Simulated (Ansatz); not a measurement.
Computed with Ansatz on PBE0-D4/def2-TZVP structures; ΔE is electronic, products minus reactants. CCSD(T)/CBS adds triple-zeta CCSD(T) − MP2 to the extrapolated MP2 energy (def2 sets, frozen cores). Functionals use def2-TZVPP. Elements past krypton have def2 core potentials. For Te outer-core shells are correlated without core-valence functions, which leaves a few kJ/mol of doubt a bond. Each species was taken in one conformer, which may not be the lowest.

`N[SiH2]C(F)[TeH]` + `CC[SiH2]O` → `CC[SiH2][TeH]` + `N[SiH2]C(O)F`  (redistribution)

`N[SiH2]C(F)[TeH]`:

```xyz
11

N     0.249   -0.061    1.796
Si    0.373    0.758    0.304
C    -0.807    0.062   -1.014
F    -0.805    0.839   -2.159
Te   -0.316   -1.989   -1.442
H     0.412   -1.051    1.874
H    -0.337    0.290    2.534
H     0.018    2.179    0.555
H     1.735    0.647   -0.278
H    -1.835    0.001   -0.642
H     1.312   -1.676   -1.528
```

`CC[SiH2]O`:

```xyz
12

C    -0.063   -0.793   -1.280
C     0.401   -0.802    0.175
Si    0.226    0.852    1.026
O    -1.339    1.381    1.055
H     0.492   -0.060   -1.872
H    -1.124   -0.542   -1.356
H     0.073   -1.767   -1.756
H    -0.158   -1.548    0.750
H     1.456   -1.097    0.239
H     1.084    1.848    0.316
H     0.642    0.755    2.448
H    -1.689    1.773    0.255
```

`CC[SiH2][TeH]`:

```xyz
12

C     0.849    1.125   -0.774
C    -0.137   -0.031   -0.891
Si   -1.062   -0.418    0.693
Te    0.459   -1.034    2.581
H     1.611    0.918   -0.019
H     1.359    1.311   -1.722
H     0.345    2.051   -0.484
H    -0.895    0.180   -1.655
H     0.374   -0.944   -1.215
H    -1.774    0.786    1.200
H    -2.046   -1.510    0.468
H     0.917   -2.433    1.817
```

`N[SiH2]C(O)F`:

```xyz
11

N     1.412   -0.577   -0.230
Si   -0.034   -0.595    0.718
C    -1.146    0.668   -0.185
O    -0.398    1.746   -0.592
F    -1.686    0.008   -1.305
H     1.452   -1.116   -1.082
H     2.305   -0.591    0.237
H     0.326   -0.098    2.070
H    -0.715   -1.913    0.810
H    -2.002    1.052    0.377
H     0.486    1.416   -0.816
```

| level | ΔE (kJ/mol) |
| --- | --- |
| r2SCAN-D4 | 40.0 |
| SCS-MP2/def2-QZVPP | 55.4 |

(1) What does CCSD(T)/CBS give? (An estimate is asked.)

Largest T1 diagnostic among the species: 0.012.

## Answers

(1) Ansatz gave: +50.1 kJ/mol. The listed levels differ from it by -10.1, 5.3 kJ/mol.
